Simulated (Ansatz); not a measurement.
`[OH][GeH2][F]` + silanol → `[F][GeH2][O][SiH3]` + H₂O at 700 K and 1 bar (ligand exchange at a Ge–O bond).

Calculated with Ansatz (gas phase, PBE0-D4/def2-TZVP geometries, no zero-point term in ΔE). CCSD(T)/CBS is the MP2 limit (def2-TZVPP, def2-QZVPP) plus CCSD(T) − MP2 in def2-TZVPP, frozen cores. This one scheme is used for every species. For Ge outer-core shells are correlated without core-valence functions, which leaves a few kJ/mol of doubt a bond. Scalar relativity is left out up to krypton. Each species was taken in one conformer, which may not be the lowest.

```csv
species,CCSD(T)/CBS energy (Eh),H − E (kJ/mol),S (J/(mol·K))
`[OH][GeH2][F]`,-2252.93819,134.1,365.3
`O[SiH3]`,-366.69042,144.6,321.6
`[F][GeH2][O][SiH3]`,-2543.25592,199.6,469.8
H₂O,-76.37941,80.5,218.4
```

H − E and S are ideal-gas, rigid-rotor, harmonic terms from PBE0-D4/def2-TZVP, for one conformer and one mirror image of each species. 1 Eh = 2625.50 kJ/mol, R = 8.31446 J/(mol·K).

Question: By hand: ΔE, ΔH, ΔS and ΔG.

Answer: ΔE = (-2543.25592) + (-76.37941) − (-2252.93819) − (-366.69042) = -0.00672 Eh = -17.6 kJ/mol. Δ(H − E) = 199.6 + 80.5 − 134.1 − 144.6 = 1.4, so ΔH = -16.2 kJ/mol. ΔS = 469.8 + 218.4 − 365.3 − 321.6 = 1.3 J/(mol·K). ΔG = -16.2 − 700 × (1.3)/1000 = -17.1 kJ/mol.

Question: By hand: the equilibrium constant, and the temperature at which ΔG would vanish if ΔH and ΔS stayed fixed.

Answer: log₁₀ K = −ΔG/(RT ln 10) = 1.3. ΔH and −TΔS have one sign here, so there is no such temperature. One of them is within its doubt of zero, so this could turn.

The number of gas molecules stays the same, so ΔS is small and ΔH decides. A doubt of 5 kJ/mol in ΔE shifts log₁₀ K by 0.4 here. Other conformers and mirror images would add mixing entropy, several J/(mol·K) or more a flexible species. Modes under 60 cm⁻¹, often nearly free rotors, make the harmonic entropy too high. These are equilibria of isolated gas molecules and say nothing of rates. Largest T1 diagnostic: 0.012 (customary marks: 0.02 for closed shells, 0.045 for open ones).
